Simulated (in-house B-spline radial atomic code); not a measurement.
Configurations of V, with energies counted from [Ar] 3d3 4s2. Computed with an all-electron radial atomic-structure program (B-spline basis): scalar-relativistic (X2C) B3LYP, spin-polarised, spherical fractional occupations, exact exchange averaged over the configuration, Fermi nucleus of rms radius 3.6002 fm. Shells without spins written out take the highest spin.

Occupations are held fixed; configurations that lie above the ionisation limit could autoionise.

```
           configuration  E - E(ref) (eV)  highest orbital  its <r> (bohr)
        [Ar] 3d3 4s1 5p1           5.2747            5p up           11.01
        [Ar] 3d2 4s2 5f1           10.972            5f up           28.34
[Ne] 3s2 3p5 3d3 4s2 4p1           43.003            4p up           3.883
[Ne] 3s2 3p5 3d3 4s2 5f1           47.809            5f up           28.34
```

Q: Order these further configurations by energy, lowest first.
A. [Ar] 3d3 4s1 4p1
B. [Ar] 3d2 4s2 5p1
C. [Ar] 3d3 4s1 4f1
D. [Ne] 3s2 3p5 3d3 4s2 5s1

A: A (2.3716 eV), C (6.1846 eV), B (9.7209 eV), D (45.829 eV).
